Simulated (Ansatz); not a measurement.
One change: `OB(F)[SiH3]` becomes `OB(F)CF`.

Ansatz, PBE0-D4/def2-TZVP geometries, multiplicity 1. Each molecule was computed in one conformer, which needn't be the lowest.

| property | `OB(F)[SiH3]` |
| --- | --- |
| HOMO energy (PBE/def2-TZVPP) / eV | -7.23 |
| HOMO–LUMO gap (PBE/def2-TZVPP) / eV | 5.60 |
| HOMO energy (PBE0/def2-TZVPP) / eV | -8.59 |
| HOMO energy (B3LYP/def2-TZVPP) / eV | -8.39 |
| HOMO–LUMO gap (ωB97M-V/def2-TZVPP) / eV | 12.04 |
| LUMO energy (B3LYP/def2-TZVPP) / eV | -0.91 |

Question: What does the change do to each property? (An estimate is asked.)

Answer: Computed: 
```json
{"property": "HOMO energy (PBE/def2-TZVPP) / eV", "`OB(F)CF`": "-7.65", "shift": "-0.42"}
{"property": "HOMO–LUMO gap (PBE/def2-TZVPP) / eV", "`OB(F)CF`": "7.23", "shift": "1.63"}
{"property": "HOMO energy (PBE0/def2-TZVPP) / eV", "`OB(F)CF`": "-9.37", "shift": "-0.78"}
{"property": "HOMO energy (B3LYP/def2-TZVPP) / eV", "`OB(F)CF`": "-9.16", "shift": "-0.77"}
{"property": "HOMO–LUMO gap (ωB97M-V/def2-TZVPP) / eV", "`OB(F)CF`": "13.68", "shift": "1.64"}
{"property": "LUMO energy (B3LYP/def2-TZVPP) / eV", "`OB(F)CF`": "0.28", "shift": "1.19"}
```

With PBE0 the HOMO falls by 0.78 eV and the LUMO rises by 1.34 eV, so the gap widens by about 2.12 eV. PBE moves the HOMO by -0.42 eV and ωB97M-V by -0.99 eV.

B3LYP here is the variant with VWN-RPA as its local correlation; programs differ in this.
